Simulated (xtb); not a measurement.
Input file for xtb: GFN-FF on CH3 (SMILES [CH3]).

```
$ xtb mol.xyz --gfnff --sp --chrg 0 --uhf 1
4

C     -0.00001947    -0.00002652     0.00014185
H      1.06839744    -0.14984143    -0.00428362
H     -0.66395554    -0.85037726     0.00903076
H     -0.40452243     1.00014521    -0.00488899
```

It printed:

```
[...]
           -------------------------------------------------
          |                Calculation Setup                |
           -------------------------------------------------



          ==================== Thresholds ====================
          CN  :   150.00000
          rep :   500.00000
          disp:  2500.00000
          HB1 :   250.00000
          HB2 :   450.00000

          Pauling EN used:
          Z : 1  EN :  2.20
          Z : 6  EN :  2.55
          electric field strengths (au): 0.000

           -------------------------------------------------
          |           Force Field Initialization            |
           -------------------------------------------------

          distances ...
          ----------------------------------------
          generating topology and atomic info file ...
          pair mat ...
          computing topology distances matrix with Floyd-Warshall algo ...
          making topology EEQ charges ...
          #fragments for EEQ constrain: 1
          ----------------------------------------
          generating topology and atomic info file ...
          pair mat ...
          computing topology distances matrix with Floyd-Warshall algo ...
          making topology EEQ charges ...
          #fragments for EEQ constrain: 1
          rings ...
          # BATM   0
          # H in HB   3
          doing iterative Hueckel for 1 subsystem(s) ...

  atom   neighbors  erfCN metchar sp-hybrid imet pi  qest     coordinates
    1  C       3    2.78   0.00         2    0    0  -0.083   -0.000037   -0.000050    0.000268
    2  H       1    0.97   0.00         0    0    0   0.028    2.018979   -0.283159   -0.008095
    3  H       1    0.97   0.00         0    0    0   0.028   -1.254694   -1.606980    0.017066
    4  H       1    0.97   0.00         0    0    0   0.028   -0.764437    1.890001   -0.009239

          #atoms :   4
          #bonds :   3
          #angl  :   3
          #tors  :   0
          #nmol  :   1
          #optfrag :   1
           -------------------------------------------------
          |                   G F N - F F                   |
          |          A general generic force-field          |
          |                  Version 1.0.3                  |
           -------------------------------------------------
          Number of HB bonds (bound hydrogen)     0
          Number of HB bonds (unbound hydrogen)   0
          Number of XB bonds                      0

 E+G (total)                   0 d,  0 h,  0 min,  0.000 sec
 distance/D3 list               ...        0 min,  0.000 sec (  0.759%)
 non bonded repulsion           ...        0 min,  0.000 sec ( 32.207%)
 dCN                            ...        0 min,  0.000 sec (  2.982%)
 EEQ energy and q               ...        0 min,  0.000 sec ( 22.305%)
 D3                             ...        0 min,  0.000 sec (  9.968%)
 EEQ gradient                   ...        0 min,  0.000 sec (  3.098%)
 bonds                          ...        0 min,  0.000 sec (  5.376%)
 bend and torsion               ...        0 min,  0.000 sec (  6.236%)
 bonded ATM                     ...        0 min,  0.000 sec (  0.312%)
 HB/XB (incl list setup)        ...        0 min,  0.000 sec ( 11.401%)

         :::::::::::::::::::::::::::::::::::::::::::::::::::::
         ::                     SUMMARY                     ::
         :::::::::::::::::::::::::::::::::::::::::::::::::::::
         :: total energy              -0.510923494689 Eh    ::
         :: gradient norm              0.014877224351 Eh/a0 ::
         ::.................................................::
         :: bond energy               -0.528717731113 Eh    ::
Note: The following floating-point exceptions are signalling: IEEE_UNDERFLOW_FLAG IEEE_DENORMAL
normal termination of xtb
         :: angle energy               0.000000000016 Eh    ::
         :: torsion energy             0.000000000000 Eh    ::
         :: repulsion energy           0.020151345046 Eh    ::
         :: electrostat energy        -0.001928971185 Eh    ::
         :: dispersion energy         -0.000428137454 Eh    ::
         :: HB energy                  0.000000000000 Eh    ::
         :: XB energy                  0.000000000000 Eh    ::
         :: bonded atm energy          0.000000000000 Eh    ::
         :: external energy            0.000000000000 Eh    ::
         :: add. restraining           0.000000000000 Eh    ::
         :: total charge              -0.000000000000 e     ::
         :::::::::::::::::::::::::::::::::::::::::::::::::::::

           -------------------------------------------------
          |                Property Printout                |
           -------------------------------------------------

molecular dipole:
                 x           y           z       tot (Debye)
 q only:       -0.000      -0.000      -0.000       0.000

           -------------------------------------------------
          | TOTAL ENERGY               -0.510923494689 Eh   |
          | GRADIENT NORM               0.014877224351 Eh/α |
           -------------------------------------------------
########################################################################
[WARNING] Runtime exception occurred
-1- gfnff_setup: Could not read topology file.
########################################################################

------------------------------------------------------------------------
------------------------------------------------------------------------
 total:
 SCF:
```

The run finished.

Cost: about 0.04 core-seconds (a rough figure).
